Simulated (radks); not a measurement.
Q: These are the eigenvalues of the occupied orbitals of an atom or ion with whole-number occupations (eV). Method: scalar-relativistic Kohn-Sham, BLYP, spin-unpolarised, spherical densities, finite nucleus; Fermi nuclear charge, rms radius of each element as measured or else 0.836 A^(1/3) + 0.57 fm; computed with a radial shooting solver on a logarithmic mesh with Libxc functionals.

1s: -21961.11
2s: -3175.026
2p: -2846.111
3s: -575.5607
3p: -467.4904
3d: -293.4842
4s: -96.4216
4p: -66.2989
4d: -24.0506

Which element is it, and in what charge state? The configuration may be excited.

A: Z = 44, ruthenium, charge +2: Ru2+ in [Kr] 4d6. The list shows which subshells hold electrons but not how many an open one holds; the 1s level, -807.06 hartree, gives Z - s = 40.2 by -(Z - s)^2/2, which with screening and relativity narrows Z to a few neighbours, and the depths of the outer levels then fix element, charge and occupations together.
